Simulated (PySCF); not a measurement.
C3H3, SMILES C#C[CH2], multiplicity 2.

The structure is a stationary point at r2SCAN-D4/def2-TZVP. The isomer is the one that the SMILES or the coordinates give; other isomers of the formula were not compared.

Two levels are set side by side: PBE/def2-TZVPD (PySCF) and ωB97X/def2-TZVPD (PySCF). Same geometry, gas phase. Differences are taken from unrounded values.

```json
[
 {"quantity": "α-spin orbital gap (eV)", "ωB97X": "10.57", "PBE": "4.76", "PBE minus ωB97X": "-5.81"},
 {"quantity": "β-spin orbital gap (eV)", "ωB97X": "9.95", "PBE": "3.16", "PBE minus ωB97X": "-6.79"},
 {"quantity": "dipole moment (D)", "ωB97X": "0.12", "PBE": "0.10", "PBE minus ωB97X": "-0.03"},
 {"quantity": "mean polarisability (bohr³)", "ωB97X": "38.1", "PBE": "39.3", "PBE minus ωB97X": "1.2"}
]
```

Loosely held outer electrons make PBE densities more polarisable. Differences between two approximate levels are no errors against the true value.

Rough cost on one machine, each run with all the roots and properties that it gave: ωB97X against PBE within a factor of 2.
